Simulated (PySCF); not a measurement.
ClF2H3Si2.

```xyz
8

Si    -1.1820    -0.2161     0.3350
F     -1.9404    -1.6466     0.3426
F     -1.8326     0.6626    -0.8565
Si     1.0796    -0.5640    -0.1485
Cl     1.9931     1.2873     0.0660
H     -1.4596     0.4691     1.6220
H      1.6958    -1.5224     0.8127
H      1.2699    -1.0526    -1.5429
```
Charge 0, spin multiplicity 1.

Geometry: PBE0-D3(BJ)/def2-SVP. This is a generated structure with no PubChem entry under its InChIKey; it may be hypothetical. The values are those of a single conformer.

All values below come from PBE/pcSseg-1 run with PySCF. Non-relativistic, no solvent.

Problem. Give the absolute GIAO shielding of each atom: isotropic value and principal components (ppm). (Estimate from the structure and the level; the computed values follow.)

Solution. 
```
atom  σ(iso)    σ11     σ22     σ33   span
----  ------  -----  ------  ------  -----
Si1    327.6  300.4   322.7   359.6   59.2
F2     304.9  203.6   315.6   395.4  191.9
F3     314.5  208.1   333.3   402.0  194.0
Si4    368.3  325.7   332.4   446.7  121.1
Cl5   1050.4  999.7  1038.3  1113.3  113.6
H6      25.4   22.5    23.1    30.6    8.1
H7      26.1   22.2    24.8    31.2    9.0
H8      25.9   22.4    24.4    31.0    8.6
```
